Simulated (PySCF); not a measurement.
## Calculated data, Al₂H₄O₂, AlBFH₂, CH₄BNSi, CH₅AlBSi and others

Computed with PySCF 2.14.0. Calculation on a computer-drawn molecule: the log of a Hartree-Fock and frozen-core CCSD(T) single point meant for a local Hartree-Fock minimum, with one planted fault or none, to be diagnosed. Offsets are logged minus clean, where the clean run is the same molecule without the fault. The reference is restricted for singlets and unrestricted otherwise, and also for a bond in bohr or an excited solution. Adding or removing an electron swaps singlet and doublet. The excited solution moves the top pair (singlet) or top alpha electron (doublet) to the lowest empty orbital. Highest occupied and lowest empty are orbital energies over both spins, largest force is the largest gradient component, triples share is (T) over the correlation energy, the T1 limit is 0.02 restricted and 0.045 unrestricted, electrons count all cores, a negative frequency is imaginary (commonest isotopes), and the dipole is about the centre of nuclear charge.

Common to all runs: logged SCF converged yes; logged CC converged yes; logged SCF stable within its kind yes; possible faults no fault, one electron removed, one electron added, multiplicity raised by two, geometry at a saddle point, SCF held on an excited solution, minimal basis STO-3G, one bond length entered in bohr, all coordinates scaled.

```yaml
- entry: 1
  formula: Al2H4O2
  logged_structure:
    atoms_angstrom:
      - [O, -1.317, -3.2484, 1.0301]
      - [Al, -1.5928, -2.2832, 2.4026]
      - [Al, 0.089, -0.3394, 2.781]
      - [O, -0.4923, 1.223, 2.4451]
      - [H, -1.8345, -3.9795, 0.7338]
      - [H, -2.8446, -2.6636, 3.3062]
      - [H, 1.5927, -0.4516, 3.2853]
      - [H, -0.016, 2.0348, 2.51]
  given:
    meant_charge: 0
    meant_multiplicity: 1
    meant_basis: "cc-pV(D+d)Z"
    logged_electrons: 46
    logged_basis_functions: 94
    logged_spin_squared: 2.0048
    "logged_highest_occupied [eV]": -5.8493
    "logged_lowest_empty [eV]": -1.1523
    "logged_largest_force [hartree/bohr]": 0.019812
    logged_T1_diagnostic: 0.022706
    logged_D1_diagnostic: 0.10283
    logged_triples_share: 0.021923
    "logged_dipole_magnitude [debye]": 0.61972
    "logged_energy_HF [hartree]": -635.88467
    "logged_energy_CCSD(T) [hartree]": -636.41726
    drawn_bonds_atom: [1, 2, 3, 1, 2, 3, 4]
    drawn_bonds_other_atom: [2, 3, 4, 5, 6, 7, 8]
    drawn_bonds_order: [1, 1, 1, 1, 1, 1, 1]
  results:
    planted_fault: "multiplicity raised by two"
    "HF_energy_offset_from_clean_run [kcal/mol]": 74.14
    "CCSD(T)_energy_offset_from_clean_run [kcal/mol]": 81.99
- entry: 2
  formula: AlBFH2
  logged_structure:
    atoms_angstrom:
      - [F, -1.495, 0.034, 1.738]
      - [B, -1.3129, -0.4743, 0.5123]
      - [Al, 0.4227, 0.0998, -0.6545]
      - [H, -2.1236, -1.3024, 0.1741]
      - [H, 0.3737, 1.2699, -1.7343]
  given:
    meant_charge: 0
    meant_multiplicity: 2
    meant_basis: "cc-pV(D+d)Z"
    logged_electrons: 30
    logged_basis_functions: 61
    logged_spin_squared: 0.0
    "logged_highest_occupied [eV]": -0.31997
    "logged_lowest_empty [eV]": 6.124
    "logged_largest_force [hartree/bohr]": 0.037667
    logged_T1_diagnostic: 0.021503
    logged_D1_diagnostic: 0.073704
    logged_triples_share: 0.024574
    "logged_dipole_magnitude [debye]": 5.0548
    "logged_energy_HF [hartree]": -367.18301
    "logged_energy_CCSD(T) [hartree]": -367.56549
    drawn_bonds_atom: [1, 2, 2, 3]
    drawn_bonds_other_atom: [2, 3, 4, 5]
    drawn_bonds_order: [1, 1, 1, 1]
  results:
    planted_fault: "one electron added"
    "HF_energy_offset_from_clean_run [kcal/mol]": 8.398
    "CCSD(T)_energy_offset_from_clean_run [kcal/mol]": -12.31
  notes: ["T1 above single-reference limit"]
- entry: 3
  formula: CH4BNSi
  logged_structure:
    atoms_angstrom:
      - [C, -0.07, 2.041, 0.2466]
      - [Si, 0.0658, 0.622, 1.5169]
      - [B, -0.2825, -0.93, 0.2212]
      - ["N", -0.4849, -1.9049, -0.5055]
      - [H, 0.0828, 3.0189, 0.7076]
      - [H, -1.0549, 2.0304, -0.2361]
      - [H, 0.6676, 1.9115, -0.5548]
      - [H, -0.6471, -2.6831, -1.0882]
  given:
    meant_charge: 0
    meant_multiplicity: 1
    meant_basis: "cc-pV(D+d)Z"
    logged_electrons: 36
    logged_basis_functions: 85
    logged_spin_squared: 0.0
    "logged_highest_occupied [eV]": -8.6932
    "logged_lowest_empty [eV]": 0.36861
    "logged_largest_force [hartree/bohr]": 3.3324e-05
    "logged_lowest_frequency [cm^-1]": 92.837
    logged_T1_diagnostic: 0.017065
    logged_D1_diagnostic: 0.047707
    logged_triples_share: 0.035352
    "logged_dipole_magnitude [debye]": 1.196
    "logged_energy_HF [hartree]": -408.22721
    "logged_energy_CCSD(T) [hartree]": -408.75598
    drawn_bonds_atom: [1, 2, 3, 1, 1, 1, 4]
    drawn_bonds_other_atom: [2, 3, 4, 5, 6, 7, 8]
    drawn_bonds_order: [1, 1, 2, 1, 1, 1, 1]
  results:
    planted_fault: "no fault"
    "HF_energy_offset_from_clean_run [kcal/mol]": 0.0
    "CCSD(T)_energy_offset_from_clean_run [kcal/mol]": 0.0
- entry: 4
  formula: CH5AlBSi
  logged_structure:
    atoms_angstrom:
      - [Al, -1.7791, -0.3726, -2.4521]
      - [B, 0.0069, 0.3078, -1.2441]
      - [C, 1.0342, -0.7343, -0.7471]
      - [Si, 2.4302, -0.1012, 0.2121]
      - [H, -3.0547, -0.8843, -3.3186]
      - [H, 0.0554, 1.5359, -1.0443]
      - [H, 0.9682, -1.8442, -0.9419]
      - [H, 2.5671, 1.3888, 0.5032]
      - [H, 3.5382, -0.9832, 0.7827]
  given:
    meant_charge: 1
    meant_multiplicity: 1
    meant_basis: "cc-pV(D+d)Z"
    logged_electrons: 42
    logged_basis_functions: 99
    logged_spin_squared: 0.0
    "logged_highest_occupied [eV]": -13.231
    "logged_lowest_empty [eV]": -4.351
    "logged_largest_force [hartree/bohr]": 0.028964
    logged_T1_diagnostic: 0.016061
    logged_D1_diagnostic: 0.048636
    logged_triples_share: 0.03934
    "logged_dipole_magnitude [debye]": 3.5317
    "logged_energy_HF [hartree]": -596.00309
    "logged_energy_CCSD(T) [hartree]": -596.42638
    drawn_bonds_atom: [1, 2, 3, 1, 2, 3, 4, 4]
    drawn_bonds_other_atom: [2, 3, 4, 5, 6, 7, 8, 9]
    drawn_bonds_order: [1, 1, 2, 1, 1, 1, 1, 1]
  results:
    planted_fault: "all coordinates scaled, by +4.1 %"
    "HF_energy_offset_from_clean_run [kcal/mol]": 7.973
    "CCSD(T)_energy_offset_from_clean_run [kcal/mol]": 4.25
- entry: 5
  formula: AlBFH2
  logged_structure:
    atoms_angstrom:
      - [B, 1.0801, -2.8664, -0.3345]
      - [Al, -0.134, -1.4328, -1.4675]
      - [F, -1.0254, -0.3798, -2.3002]
      - [H, 0.8298, -2.9507, 0.8211]
      - [H, 1.8985, -3.4527, -0.9605]
  given:
    meant_charge: 1
    meant_multiplicity: 1
    meant_basis: "cc-pV(D+d)Z"
    logged_electrons: 28
    logged_basis_functions: 61
    logged_spin_squared: 2.0048
    "logged_highest_occupied [eV]": -14.427
    "logged_lowest_empty [eV]": -8.7368
    "logged_largest_force [hartree/bohr]": 0.022462
    logged_T1_diagnostic: 0.025075
    logged_D1_diagnostic: 0.083133
    logged_triples_share: 0.02128
    "logged_dipole_magnitude [debye]": 3.9137
    "logged_energy_HF [hartree]": -366.84534
    "logged_energy_CCSD(T) [hartree]": -367.17388
    drawn_bonds_atom: [1, 2, 1, 1]
    drawn_bonds_other_atom: [2, 3, 4, 5]
    drawn_bonds_order: [1, 1, 1, 1]
  results:
    planted_fault: "multiplicity raised by two"
    "HF_energy_offset_from_clean_run [kcal/mol]": 76.88
    "CCSD(T)_energy_offset_from_clean_run [kcal/mol]": 82.93
- entry: 6
  formula: B2H4NSi
  logged_structure:
    atoms_angstrom:
      - [B, 1.8986, 1.9798, -0.1151]
      - [B, 1.1744, -1.0368, -0.3066]
      - ["N", 0.8893, -2.225, -0.3819]
      - [Si, 0.4743, -3.9602, -0.4918]
      - [H, 2.1726, 3.1206, -0.0428]
      - [H, -0.1357, -4.3074, 0.7976]
      - [H, -0.4621, -4.0767, -1.6164]
      - [H, 1.7427, -4.6599, -0.7301]
  given:
    meant_charge: 1
    meant_multiplicity: 1
    meant_basis: "cc-pV(D+d)Z"
    logged_electrons: 34
    logged_basis_functions: 85
    logged_spin_squared: 0.8812
    "logged_highest_occupied [eV]": -14.757
    "logged_lowest_empty [eV]": -6.8022
    "logged_largest_force [hartree/bohr]": 0.028328
    logged_T1_diagnostic: 0.068576
    logged_D1_diagnostic: 0.33244
    logged_triples_share: 0.040994
    "logged_dipole_magnitude [debye]": 17.873
    "logged_energy_HF [hartree]": -394.61919
    "logged_energy_CCSD(T) [hartree]": -395.05164
    drawn_bonds_atom: [1, 2, 3, 1, 4, 4, 4]
    drawn_bonds_other_atom: [2, 3, 4, 5, 6, 7, 8]
    drawn_bonds_order: [1, 2, 1, 1, 1, 1, 1]
  results:
    planted_fault: "one bond length entered in bohr, row 1 of the drawn bonds"
    "HF_energy_offset_from_clean_run [kcal/mol]": 96.25
    "CCSD(T)_energy_offset_from_clean_run [kcal/mol]": 109.5
  notes: ["T1 above single-reference limit"]
- entry: 7
  formula: B2ClFH3
  logged_structure:
    atoms_angstrom:
      - [F, -1.2637, -0.1242, -1.4022]
      - [B, -1.2239, 0.2755, -0.0859]
      - [B, -1.2914, 1.9385, 0.3051]
      - [Cl, -1.2147, 2.148, 2.3202]
      - [H, -1.1396, -0.6887, 0.6533]
      - [H, -0.3284, 2.5574, -0.1296]
      - [H, -3.2823, 2.9177, -0.3516]
  given:
    meant_charge: -1
    meant_multiplicity: 1
    meant_basis: "aug-cc-pV(D+d)Z"
    logged_electrons: 40
    logged_basis_functions: 128
    logged_spin_squared: 0.4668
    "logged_highest_occupied [eV]": -3.2069
    "logged_lowest_empty [eV]": 3.6983
    "logged_largest_force [hartree/bohr]": 0.023201
    logged_T1_diagnostic: 0.049725
    logged_D1_diagnostic: 0.24665
    logged_triples_share: 0.032778
    "logged_dipole_magnitude [debye]": 3.7778
    "logged_energy_HF [hartree]": -610.07975
    "logged_energy_CCSD(T) [hartree]": -610.69692
    drawn_bonds_atom: [1, 2, 3, 2, 3, 3]
    drawn_bonds_other_atom: [2, 3, 4, 5, 6, 7]
    drawn_bonds_order: [1, 1, 1, 1, 1, 1]
  results:
    planted_fault: "one bond length entered in bohr, row 6 of the drawn bonds"
    "HF_energy_offset_from_clean_run [kcal/mol]": 61.95
    "CCSD(T)_energy_offset_from_clean_run [kcal/mol]": 58.98
  notes: ["T1 above single-reference limit"]
- entry: 8
  formula: Al2BH4O
  logged_structure:
    atoms_angstrom:
      - [Al, -3.6813, -2.2986, 1.2239]
      - [B, -2.5426, -0.4207, 0.863]
      - [O, -1.9146, 0.615, 0.664]
      - [Al, -0.9768, 2.1612, 0.3672]
      - [H, -4.8033, -2.1095, 2.2837]
      - [H, -3.1593, -3.4772, 0.3544]
      - [H, 0.2342, 2.2593, 1.3283]
      - [H, -1.6281, 2.9858, -0.771]
  given:
    meant_charge: 1
    meant_multiplicity: 1
    meant_basis: "cc-pV(D+d)Z"
    logged_electrons: 41
    logged_basis_functions: 94
    logged_spin_squared: 0.8538
    "logged_highest_occupied [eV]": -19.117
    "logged_lowest_empty [eV]": -14.335
    "logged_largest_force [hartree/bohr]": 0.048619
    logged_T1_diagnostic: 0.025523
    logged_D1_diagnostic: 0.074184
    logged_triples_share: 0.028047
    "logged_dipole_magnitude [debye]": 13.254
    "logged_energy_HF [hartree]": -585.00053
    "logged_energy_CCSD(T) [hartree]": -585.39752
    drawn_bonds_atom: [1, 2, 3, 1, 1, 4, 4]
    drawn_bonds_other_atom: [2, 3, 4, 5, 6, 7, 8]
    drawn_bonds_order: [1, 1, 1, 1, 1, 1, 1]
  results:
    planted_fault: "one electron removed"
    "HF_energy_offset_from_clean_run [kcal/mol]": 354.9
    "CCSD(T)_energy_offset_from_clean_run [kcal/mol]": 366.7
```
